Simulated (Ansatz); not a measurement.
# The atomisation energy (no zero-point term) down a group: F to Br

All atoms of one element are swapped for its congeners: AlF2 `[F][Al][F]`; AlCl2 `[Cl][Al][Cl]`; AlBr2 `[Br][Al][Br]`. All are doublets with charge 0.

Shapes, held fixed at every level: PBE0-D4/def2-TZVP. Programs: Ansatz 0.2.0. Values in eV.

```tsv
level	AlF2	AlBr2
PBE-D4/def2-TZVPP	11.85	7.44
r2SCAN-D4/def2-TZVPP	11.80	7.63
PBE0-D4/def2-TZVPP	11.38	7.37
r2SCAN0-D4/def2-TZVPP	11.33	7.46
wB97X-V/def2-TZVPP	11.55	7.22
CCSD(T)/def2-TZVPP	11.33	7.02
```

**Question.** Estimate the column for AlCl2 from its neighbours.

**Answer.** The mean of the neighbours at CCSD(T)/def2-TZVPP is 9.18 eV, against 8.03 from the run: the member lies nearer Br. All rows: PBE-D4/def2-TZVPP 8.52; r2SCAN-D4/def2-TZVPP 8.68; PBE0-D4/def2-TZVPP 8.42; r2SCAN0-D4/def2-TZVPP 8.49; wB97X-V/def2-TZVPP 8.37; CCSD(T)/def2-TZVPP 8.03 eV. At CCSD(T)/def2-TZVPP the atomisation energy falls at every step, from 11.33 to 7.02 eV. Every level shows the same order. Open shells run unrestricted unless RO is named. Relativity is left out for Br unless named. Correlated rows may include outer-core shells of Br, which these sets cover unevenly. Spin-orbit coupling, which grows down the group, is left out (summed over each molecule's free atoms 0.04, 0.08, 0.31 eV).
